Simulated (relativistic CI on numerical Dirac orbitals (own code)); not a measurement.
# Crystal-field levels of Pt³⁺, 5d7

Calculated by Dirac-Coulomb-Breit CI, KLI orbitals optimised for each configuration, model QED, valence Slater integrals scaled by 0.65, one configuration in a parametric crystal field (own radial code).

Field parameters in Wybourne normalisation: D3d B²₀ = −7Dσ, B⁴₀ = −14Dq − 21Dτ, B⁴₃ = −14√(10/7) Dq; Oh B⁴₀ = 21Dq, B⁴₄ = √(5/14) B⁴₀; Td as Oh with Dq negative (B⁴₀ = 21Dq, B⁴₄ = √(5/14) B⁴₀). The field is a parameter set, without covalency.

S and J are read from ⟨S²⟩ = S(S + 1) and ⟨J²⟩ = J(J + 1) of each level; they are not fictitious spins.

Td, 10Dq = -6450 cm⁻¹, the lowest 10 levels:

```
E (cm⁻¹)  Degeneracy  Irrep     S     J
     0.0           4     Γ8  1.40  4.33
    3213           4     Γ8  1.25  4.41
    4419           2     Γ6  1.21  4.43
    9152           4     Γ8  1.07  2.50
   11409           2     Γ7  1.16  2.75
   12475           2     Γ6  1.42  3.54
   12579           4     Γ8  1.16  2.69
   12771           2     Γ7  1.43  3.40
   13610           4     Γ8  1.27  3.21
   16416           4     Γ8  0.89  4.49
```

Oh, 10Dq = 29100 cm⁻¹, the lowest 16 levels:

```
E (cm⁻¹)  Degeneracy  Irrep     S     J
     0.0           4     Γ8  0.61  3.91
   14481           2     Γ6  1.47  4.23
   16491           4     Γ8  1.41  3.91
   22624           2     Γ7  1.49  2.91
   23135           4     Γ8  1.44  3.40
   25324           4     Γ8  0.61  3.74
   29711           2     Γ7  0.59  3.78
   30362           4     Γ8  0.64  4.24
   31488           2     Γ6  0.57  4.85
   33667           4     Γ8  0.64  3.14
   35862           2     Γ6  0.55  2.71
   40518           2     Γ7  0.63  2.95
   44543           4     Γ8  0.92  3.57
   45852           4     Γ8  1.19  3.35
   47293           2     Γ6  1.46  3.74
   49427           4     Γ8  1.40  3.64
```

D3d, 10Dq = 28300, Dσ = 220, Dτ = -130 cm⁻¹, the lowest 16 levels:

| E (cm⁻¹) | Degeneracy | Irrep | S | J |
| --- | --- | --- | --- | --- |
| 0.0 | 2 | Γ5+Γ6 | 0.62 | 3.90 |
| 219 | 2 | Γ4 | 0.63 | 3.92 |
| 13386 | 2 | Γ4 | 1.46 | 4.23 |
| 15258 | 2 | Γ5+Γ6 | 1.41 | 3.93 |
| 15574 | 2 | Γ4 | 1.40 | 3.91 |
| 21599 | 2 | Γ4 | 1.49 | 2.91 |
| 22152 | 2 | Γ5+Γ6 | 1.43 | 3.43 |
| 22157 | 2 | Γ4 | 1.43 | 3.43 |
| 24188 | 2 | Γ4 | 0.62 | 3.73 |
| 24198 | 2 | Γ5+Γ6 | 0.62 | 3.71 |
| 28607 | 2 | Γ4 | 0.60 | 3.77 |
| 29180 | 2 | Γ4 | 0.64 | 4.23 |
| 29423 | 2 | Γ5+Γ6 | 0.63 | 4.26 |
| 30444 | 2 | Γ4 | 0.57 | 4.84 |
| 32529 | 2 | Γ5+Γ6 | 0.65 | 3.14 |
| 32542 | 2 | Γ4 | 0.65 | 3.14 |

Principal g values of the ground doublet: 0.00, 0.00, 2.63.

D3d, 10Dq = 31850, Dσ = -420, Dτ = 320 cm⁻¹, the lowest 16 levels:

| E (cm⁻¹) | Degeneracy | Irrep | S | J |
| --- | --- | --- | --- | --- |
| 0.0 | 2 | Γ4 | 0.58 | 3.90 |
| 432 | 2 | Γ5+Γ6 | 0.59 | 3.94 |
| 18417 | 2 | Γ4 | 1.47 | 4.20 |
| 20109 | 2 | Γ4 | 1.42 | 3.90 |
| 20797 | 2 | Γ5+Γ6 | 1.40 | 3.85 |
| 26424 | 2 | Γ4 | 1.48 | 2.96 |
| 27002 | 2 | Γ5+Γ6 | 1.45 | 3.32 |
| 27006 | 2 | Γ4 | 1.46 | 3.26 |
| 29384 | 2 | Γ5+Γ6 | 0.59 | 3.82 |
| 29432 | 2 | Γ4 | 0.59 | 3.76 |
| 33744 | 2 | Γ4 | 0.57 | 3.82 |
| 34004 | 2 | Γ5+Γ6 | 0.64 | 4.20 |
| 34518 | 2 | Γ4 | 0.61 | 4.33 |
| 35568 | 2 | Γ4 | 0.55 | 4.79 |
| 37718 | 2 | Γ4 | 0.61 | 3.12 |
| 37951 | 2 | Γ5+Γ6 | 0.61 | 3.14 |

Principal g values of the ground doublet: 0.49, 0.49, 2.29.

Td, 10Dq = -14650 cm⁻¹, the lowest 16 levels:

| E (cm⁻¹) | Degeneracy | Irrep | S | J |
| --- | --- | --- | --- | --- |
| 0.0 | 4 | Γ8 | 1.43 | 4.03 |
| 7056 | 4 | Γ8 | 0.99 | 4.28 |
| 9084 | 2 | Γ6 | 0.89 | 4.24 |
| 11433 | 4 | Γ8 | 0.81 | 3.01 |
| 14725 | 2 | Γ7 | 0.90 | 3.25 |
| 16998 | 4 | Γ8 | 1.12 | 3.33 |
| 18452 | 2 | Γ6 | 1.33 | 3.77 |
| 19233 | 2 | Γ7 | 1.46 | 3.36 |
| 19469 | 4 | Γ8 | 1.22 | 4.14 |
| 19725 | 4 | Γ8 | 1.18 | 3.57 |
| 21903 | 2 | Γ6 | 1.25 | 3.94 |
| 25516 | 4 | Γ8 | 1.28 | 2.96 |
| 26308 | 4 | Γ8 | 1.11 | 3.03 |
| 26855 | 2 | Γ7 | 1.12 | 3.94 |
| 27982 | 4 | Γ8 | 0.71 | 4.18 |
| 28312 | 4 | Γ8 | 0.83 | 4.24 |

Levels of this model without a field, named by their leading LS term (the scale mimics covalency, so terms lie below those of the real free ion): 4F_9/2 0, 2P_3/2 8141, 4F_7/2 9226, 4F_5/2 9338, 4F_3/2 14732, 2G_9/2 15709, 4P_5/2 15790, 4P_1/2 18391 cm⁻¹.
